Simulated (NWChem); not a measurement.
System: HfH$_{4}$; SMILES [HfH4]

Input file for NWChem:

```
start job
memory heap 200 mb stack 900 mb global 1100 mb
geometry units angstroms noautosym nocenter noautoz
  Hf     0.000000     0.000000     0.000000
  H      1.039073    -1.090016     1.064878
  H     -1.039073     1.090016     1.064878
  H     -1.090016    -1.039073    -1.064878
  H      1.090016     1.039073    -1.064878
end
basis spherical
  * library def2-svpd
end
ecp
  Hf library def2-ecp
end
dft
  xc pbe0
  iterations 150
end
property
  response 1 0.0
end
task dft property
```

Coordinates come from a PBE0/def2-SVP optimisation. Not confirmed as a minimum by frequencies. def2 effective core potentials on Hf; no spin-orbit coupling.

Static field.

Question: Give the results of this calculation. (PBE0/def2-SVPD with def2 effective core potentials on Hf.) Quantities: isotropic polarisability (bohr³); anisotropy (bohr³).

Answer: The isotropic polarisability (bohr³) is 50.7 and the anisotropy (bohr³) comes out as 0.0.
